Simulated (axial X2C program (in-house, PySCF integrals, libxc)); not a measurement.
# Potential curves of ZrF⁺, with spin–orbit coupling

Computed with an axial X2C code built on PySCF integrals. Two-component (2c) means X2C with spin–orbit coupling and atomic mean-field two-electron Coulomb and Gaunt terms. Basis: Zr dyall-cv3z [11s12p9d6f3g], F dyall-av3z [7s6p3d2f] (cores contracted in-house); Gaussian nuclei, density fitting, unrestricted open shells. Masses: Zr 89.905 u, F 18.998 u.

State: Ω = 1 (⟨Sz⟩ = -1.00, ⟨Lz⟩ = 2.00 at HF). Energies in cm⁻¹ from the lowest point of each curve. Fits are polynomials in 1 − R0/R over 0.85 to 1.23 times the lowest point R0.

```
 R (Å)    MP2  CCSD(T)
1.5834  12503         
1.6562   5584     5669
1.7108   2464     2514
1.7654    702      725
1.8200      0        0
1.8837    198      179
1.9474   1201     1170
2.0293   3294     3268
2.1294   6579         
2.2750  11928
```

Correlated methods: 10 electrons correlated (number of frozen shells: Zr 4 s, 3 p, 1 d; F 1 s), 308 virtual spin orbitals or spinors in MP2, 90 natural virtuals in coupled cluster.

One determinant describes the state; a PBE0 search over occupations chose it and may have missed a lower one. CCSD and (T) use frozen natural virtuals with an MP2 correction for the truncation; (T) itself is uncorrected, so its De runs slightly low. PBE0 can misorder states that lie within some tenths of an eV, so this need not be the ground state of the molecule. The nearest other 2c determinant of the search, Ω = 1, lies 0.07 eV up at the distance of the search. With several unpaired electrons one determinant need not be a pure state. The outer-core s and p shells of the metal are frozen in the correlated rows, which leaves out core–valence correlation; for alkali and alkaline-earth bonds that tends to lengthen them. With the outer-core shells frozen, correlated bond lengths of heavy atoms tend to come out a few hundredths of an ångström too long. Coupled cluster ran on the points near the minimum only. MP2 and coupled cluster on one determinant become unreliable at the stretched end.

Task: What are Re and ωe at the MP2 level?

Result: At MP2, 2c: Re = 1.838 Å, ωe ≈ 732 cm⁻¹; Be follows as 0.318 cm⁻¹.

Task: Fit the CCSD(T) curve near its minimum: give the equilibrium distance and the harmonic wavenumber.

Result: At CCSD(T), 2c: Re = 1.839 Å, ωe ≈ 732 cm⁻¹; Be follows as 0.318 cm⁻¹.
